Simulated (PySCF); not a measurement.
A species of formula CH9NOSi2 has this rotational fingerprint, computed with PBE0-D3(BJ)/def2-SVP geometry optimisation, gas phase in PySCF:

```
Rotational constants : A = 4665, B = 1881, C = 1470 MHz
Dipole components    : |μa| = 0.42 D, |μb| = 0.40 D, |μc| = 0.40 D
Inertial defect      : -33.38 u·Å²
κ                    : -0.74
```

Question: Which candidate fits, each taken in the one conformer that was computed?
A. `[CH3:1][Si@H:2]([NH2:3])[O:4][SiH3:5]` with C1–Si2–N3–H -42° and 163°, C1–Si2–O4–Si5 123°
B. `[CH3:1][Si@H:2]([OH:3])[SiH2:4][NH2:5]` with C1–Si2–O3–H 59°, C1–Si2–Si4–N5 77°, Si2–Si4–N5–H 179° and 42°
C. `[CH3:1][O:2][SiH2:3][NH:4][SiH3:5]` with C1–O2–Si3–N4 179°, O2–Si3–N4–Si5 84°
D. `[CH3:1][Si@H:2]([NH2:3])[SiH2:4][OH:5]` with C1–Si2–N3–H 67° and -154°, C1–Si2–Si4–O5 152°, Si2–Si4–O5–H -171°
E. `[CH3:1][O:2][Si@H:3]([NH2:4])[SiH3:5]` with C1–O2–Si3–N4 -61°, O2–Si3–N4–H 89° and -67°

Answer: D. It is C[Si@H](N)[SiH2]O, an asymmetric top, point group C1. The candidates at the same level (rigid rotor, commonest isotopes):

```csv
SMILES,A (MHz),B (MHz),C (MHz),μa (D),μb (D),μc (D),Δ (u·Å²),point group,rotor
C[Si@H](N)O[SiH3],5109,1801,1515,0.56,1.22,1.03,-45.87,C1,asymmetric top
CO[SiH2]N[SiH3],8282,1304,1210,0.69,0.56,0.38,-31.21,C1,near-prolate asymmetric top
C[Si@H](N)[SiH2]O,4665,1881,1470,0.42,0.40,0.40,-33.38,C1,asymmetric top
CO[Si@H](N)[SiH3],4424,1834,1415,1.72,1.71,0.38,-32.59,C1,asymmetric top
C[Si@H](O)[SiH2]N,4026,1933,1717,1.03,0.70,0.79,-92.61,C1,asymmetric top
```

`C[Si@H](N)O[SiH3]` has A 10 % too high; `CO[SiH2]N[SiH3]` has A 78 % too high; `C[Si@H](O)[SiH2]N` has C 17 % too high; `CO[Si@H](N)[SiH3]` has A 5 % too low. No structure here is proved a minimum.
